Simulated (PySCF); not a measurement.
This PySCF input asks for the NMR shieldings of `CSBB(N)SC`, C₂H₉B₂NS₂; the geometry comes from GFN2-xTB.

```python
import basis_set_exchange as bse
import numpy as np
from pyscf import gto, dft
from pyscf.prop import nmr

atoms = """
C    -1.772723    0.016155    1.405629
S    -1.129122    1.645491    0.867385
B    -0.186713    1.297208   -0.578031
B     0.054227   -0.232784   -1.171021
N    -0.769301   -0.879997   -2.088396
S     1.480435   -1.230641   -0.597979
C     2.343456   -0.091182    0.539404
H    -0.974049   -0.717503    1.400334
H    -2.566176   -0.290985    0.732239
H    -2.164927    0.138015    2.409859
H     0.287862    2.271188   -1.034676
H    -0.584486   -1.807949   -2.433760
H    -1.582784   -0.464983   -2.508549
H     2.586172    0.829685    0.018272
H     3.252897   -0.591383    0.857279
H     1.717632    0.118609    1.402032
"""
names = dict.fromkeys(["C", "S", "B", "N", "H"], "pcSseg-1")
basis = {el: gto.basis.parse(bse.get_basis(n, elements=[el], fmt="nwchem")) for el, n in names.items()}
mol = gto.M(atom=atoms, basis=basis, charge=0, verbose=0)
mf = dft.RKS(mol, xc="PBE0")
mf.grids.level = 2
mf.grids.alignment = dft.numint.BLKSIZE   # the property module wants whole blocks of grid points
mf.conv_tol = 1e-9
mf.kernel()

calc = nmr.RKS(mf)   # GIAO
C = mf.mo_coeff
Co = C[:, mf.mo_occ > 0]
resp = mf.gen_response(singlet=True, hermi=2)
def vind(x):   # induced exchange potential for any number of trial vectors
    d = np.einsum("pi,xij,qj->xpq", C, 2 * x.reshape(-1, C.shape[1], Co.shape[1]), Co, optimize=True)
    return np.einsum("xpq,pi,qj->xij", resp(d - d.transpose(0, 2, 1)), C, Co, optimize=True).ravel()
mo1, _ = nmr.rhf.solve_mo1(calc, with_cphf=vind)
sigma = calc.kernel(mo1)
for i, s in enumerate(sigma):   # ppm
    w = np.linalg.eigvalsh((s + s.T) / 2)
    print("%2d %-2s iso %8.1f  s11 %8.1f  s22 %8.1f  s33 %8.1f" % (i, mol.atom_pure_symbol(i), w.mean(), *w))
```

Q: What does it print?

A: 
```
 0 C  iso    164.6  s11    149.5  s22    157.4  s33    186.9
 1 S  iso    368.5  s11     42.2  s22    475.0  s33    588.3
 2 B  iso     22.8  s11    -65.0  s22     -0.5  s33    133.8
 3 B  iso     53.9  s11     15.5  s22     30.3  s33    115.9
 4 N  iso    168.3  s11     88.2  s22    202.5  s33    214.3
 5 S  iso    556.9  s11    424.3  s22    565.7  s33    680.7
 6 C  iso    171.1  s11    158.6  s22    169.2  s33    185.6
 7 H  iso     29.0  s11     23.9  s22     29.1  s33     34.2
 8 H  iso     29.2  s11     25.1  s22     27.2  s33     35.3
 9 H  iso     29.6  s11     24.6  s22     27.1  s33     37.0
10 H  iso     23.5  s11     17.6  s22     25.7  s33     27.3
11 H  iso     28.0  s11     23.0  s22     25.8  s33     35.1
12 H  iso     28.3  s11     23.1  s22     25.6  s33     36.1
13 H  iso     29.7  s11     24.9  s22     27.7  s33     36.4
14 H  iso     29.9  s11     24.5  s22     27.1  s33     38.1
15 H  iso     29.8  s11     24.0  s22     29.6  s33     35.7
```

These numbers come from an equivalent density-fitted implementation of the same equations, which agrees with the script to about 0.01 ppm for H and up to a few tenths of a ppm for heavy atoms, so last digits may differ.

Size and cost of the density-fitted run: 178 basis functions, 58 s wall time on 1 thread of an Arm Neoverse N1, shared host; peak memory 0.82 GiB.
